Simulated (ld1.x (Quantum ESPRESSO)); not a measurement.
# Reading a pseudo-wave (Re (Z = 75))

Columns: radius, all-electron u(r) and pseudo u(r) of the 6p shell (level -1.44 eV) of rhenium in the configuration [Xe] 4f14 5d5 6s2 6p0; LDA (PZ), scalar-relativistic, ultrasoft scheme, ld1.x (Quantum ESPRESSO) 7.5.

```csv
r (bohr),all-electron,pseudo
0.143,-0.0828,0.0015
0.285,0.0803,0.0060
0.428,0.1015,0.0136
0.570,-0.0211,0.0242
0.713,-0.1383,0.0380
0.855,-0.1970,0.0550
0.998,-0.1995,0.0752
1.140,-0.1623,0.0984
1.283,-0.1015,0.1247
1.425,-0.0303,0.1534
1.568,0.0440,0.1846
1.710,0.1154,0.2174
1.853,0.1820,0.2515
1.995,0.2416,0.2858
2.138,0.2944,0.3201
2.280,0.3397,0.3530
2.423,0.3785,0.3842
2.565,0.4107,0.4125
2.708,0.4373,0.4376
2.850,0.4585,0.4585
2.992,0.4750,0.4750
3.135,0.4873,0.4873
3.278,0.4959,0.4959
3.420,0.5011,0.5011
3.563,0.5034,0.5034
3.705,0.5032,0.5032
```

How many radial nodes do the two functions have?

The all-electron 6p function has n − l − 1 = 4 (the table is too coarse to show those close to the nucleus); the pseudo-wave has 0, since the states of the same l below it are removed with the core.

At about which radius was the pseudo-wave matched?

2.85 bohr, where the columns begin to agree (steps of 0.14 bohr).

Is the pseudo-wave norm-conserving?

No, it belongs to an ultrasoft set: the norm inside the radius is not constrained, and the difference is carried by the augmentation charge.
